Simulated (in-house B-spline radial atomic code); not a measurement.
## S+: [Ne] 3s1 3p3 3d1 (an excited or competing configuration)

All numbers are computed (non-relativistic HSE06, spin-polarised, spherical fractional occupations, exact exchange averaged over the configuration; point nucleus) with a B-spline radial code for spherical atoms, not measured.

Z_r = [3n² - l(l+1)]/(2<r>); Z_e = n√(-2ε); the last column is Slater's effective charge. Values are occupation-weighted means over spin.

```json
{"shell": "1s", "electrons": "2", "ε (eV)": "-2440.4", "<r> (bohr)": "0.09725", "Z_r": "15.42", "Z_e": "13.39", "Slater": "15.70"}
{"shell": "2s", "electrons": "2", "ε (eV)": "-234.37", "<r> (bohr)": "0.4792", "Z_r": "12.52", "Z_e": "8.30", "Slater": "11.85"}
{"shell": "2p", "electrons": "6", "ε (eV)": "-178.24", "<r> (bohr)": "0.4417", "Z_r": "11.32", "Z_e": "7.24", "Slater": "11.85"}
{"shell": "3s", "electrons": "1", "ε (eV)": "-34.208", "<r> (bohr)": "1.6", "Z_r": "8.44", "Z_e": "4.76", "Slater": "6.15"}
{"shell": "3p", "electrons": "3", "ε (eV)": "-22.056", "<r> (bohr)": "1.799", "Z_r": "6.95", "Z_e": "3.82", "Slater": "6.15"}
{"shell": "3d", "electrons": "1", "ε (eV)": "-7.0122", "<r> (bohr)": "2.698", "Z_r": "3.89", "Z_e": "2.15", "Slater": "2.00"}
```

The least bound orbital is 3d up at -7.012 eV, and it is also the most diffuse (<r> = 2.698 bohr).
